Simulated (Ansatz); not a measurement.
The cluster Se₆⁺, relaxed as a doublet with UKS PBE0-D4/def2-SVP in Ansatz, starting from the GFN2-xTB geometry. Force threshold 0.02 eV/Å.

Another isomer (doublet) lies 0.74 eV lower at PBE0-D4/def2-SVP; other spin states weren't run for this one.

Start:

```csv
atom,x (Å),y (Å),z (Å)
Se1,-0.4194,0.7260,2.0780
Se2,2.6935,-2.1896,0.2427
Se3,-1.5312,1.0756,-1.5019
Se4,-2.0473,1.5311,0.8593
Se5,0.6391,0.4344,-1.5789
Se6,0.6653,-1.5776,-0.0991
```

| step | energy (eV) | largest force component (eV/Å) | SCF passes |
| --- | --- | --- | --- |
| 1 | -391997.8849 | 0.724 | 33 |
| 2 | -391997.9940 | 0.362 | 36 |
| 3 | -391998.0114 | 0.175 | 35 |
| 4 | -391998.0162 | 0.056 | 38 |
| 5 | -391998.0181 | 0.140 | 39 |
| 6 | -391998.0231 | 0.064 | 35 |
| 7 | -391998.0246 | 0.153 | 39 |
| 8 | -391998.0260 | 0.077 | 32 |
| 9 | -391998.0272 | 0.035 | 34 |
| 10 | -391998.0317 | 0.096 | 42 |
| 11 (rejected) | -391997.9907 | 0.855 | 36 |
| 12 | -391998.0411 | 0.142 | 38 |
| 13 | -391998.0507 | 0.347 | 37 |
| 14 | -391998.0634 | 0.116 | 37 |
| 15 (rejected) | -391998.0632 | 0.113 | 31 |
| 16 | -391998.0650 | 0.166 | 32 |
| 17 | -391998.0664 | 0.084 | 34 |
| 18 | -391998.0667 | 0.025 | 32 |
| 19 | -391998.0669 | 0.010 | 35 |

Force components are those of the run's own axes.

End:

Cartesian coordinates in Å:
```
Se -0.537 0.341 2.021
Se 2.634 -2.007 0.312
Se -1.618 0.829 -1.437
Se -1.712 1.779 0.805
Se 0.627 0.482 -1.585
Se 0.605 -1.424 -0.117
```

By distances, no bond broke or formed. The bond that changes most is Se5–Se6, from 2.50 to 2.41 Å (atoms count from 1).

No frequencies were taken in this run, so the end may be a saddle point.

Run time 5.5 min (4 threads of Arm Neoverse V1 on a shared host), peak host memory 1.6 GiB.
